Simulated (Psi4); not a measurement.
Cl₃Si (SMILES Cl[Si](Cl)Cl), doublet, geometry from GFN2-xTB.

Here is a job for Psi4.
```
memory 2 GB

molecule mol {
0 2
  Si    0.305349    0.301083    0.303222
  Cl   -0.851349   -0.875891    1.477321
  Cl    1.471334   -0.855542   -0.881862
  Cl   -0.871449    1.483482   -0.845170
}

set basis cc-pvdz
set reference uks

energy('svwn')
print_variables()
```

**Question.** What does this run give for the dipole moment, number of basis functions?

**Answer.** 
dipole moment: 0.36 D
number of basis functions: 72

These values belong to the state on which the SCF converged, which isn't shown to be the lowest.

**Question.** Roughly what does it cost on one core?

**Answer.** very roughly 13 core-seconds.
